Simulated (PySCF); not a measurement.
SMILES C#CCc1ccco1 (C₇H₆O) (GFN2-xTB optimised geometry):

```
14

C     -1.216    -3.087     2.303
C     -1.295    -2.497     1.266
C     -1.373    -1.760     0.016
C     -0.381    -0.641     0.000
C      0.982    -0.641     0.000
C      1.376     0.720     0.000
C      0.225     1.442     0.002
O     -0.844     0.627     0.003
H     -1.154    -3.612     3.209
H     -2.377    -1.343    -0.097
H     -1.180    -2.448    -0.813
H      1.622    -1.499     0.002
H      2.377     1.101    -0.002
H      0.037     2.497     0.000
```

Method: PBE0/def2-TZVP (PySCF).

Q: What are the frontier orbital energies and the dipole moment?

A: HOMO-2 -7.93 eV, HOMO-1 -7.87 eV, HOMO -6.43 eV, LUMO 0.17 eV, LUMO+1 1.09 eV; dipole moment 0.64 D.

On the same geometry PBE/def2-TZVP (PySCF) gives HOMO-2 -6.69 eV, HOMO-1 -6.63 eV, HOMO -5.42 eV, LUMO -0.78 eV, LUMO+1 0.08 eV; dipole moment 0.63 D.

Meta-Löwdin charges at PBE0/def2-TZVP: C1 -0.23, C2 -0.02, C3 -0.22, C4 0.17, C5 -0.20, C6 -0.19, C7 0.02, O8 -0.23, H9 0.17, H10 0.16, H11 0.15, H12 0.14, H13 0.14, H14 0.14.
